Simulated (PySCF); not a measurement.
Si(H)2(F)(NMe2) (C2H8FNSi), SMILES CN(C)[SiH2]F. Heavy atoms are numbered as in [SiH2:1]([F:2])[N:3]([CH3:4])[CH3:5]. Hydrogens are named by the atom that carries them.

Coordinates come from a B3LYP-D3(BJ)/def2-SVP optimisation. The structure was generated by enumeration, and PubChem lists no compound with its InChIKey, so it may never have been made. One conformer was computed; it need not be the lowest.

Computed with B3LYP/pcSseg-1 (PySCF).

GIAO shieldings, no solvent; atoms alike by connectivity are averaged. δ = σ(ref) − σ: ²⁹Si against TMS (σ = 338.7 ppm); ¹⁹F against CFCl3 (σ = 161.7 ppm); ¹⁵N against NH3 (σ = 265.5 ppm); ¹³C against TMS (σ = 181.3 ppm); ¹H against TMS (σ = 31.68 ppm), references at their B3LYP-D3(BJ)/def2-TZVP geometries, non-relativistic.

| nucleus | atoms | count | δ (ppm) |
|---|---|---|---|
| ²⁹Si | Si1 (SiH2) | 1 | -18.8 |
| ¹⁹F | F2 | 1 | -168.3 |
| ¹⁵N | N3 | 1 | 59.3 |
| ¹³C | C4 (CH3) | 2 | 43.1 |
| ¹H | H on Si1 | 2 | 4.85 |
| ¹H | H on C4 | 6 | 3.00 |
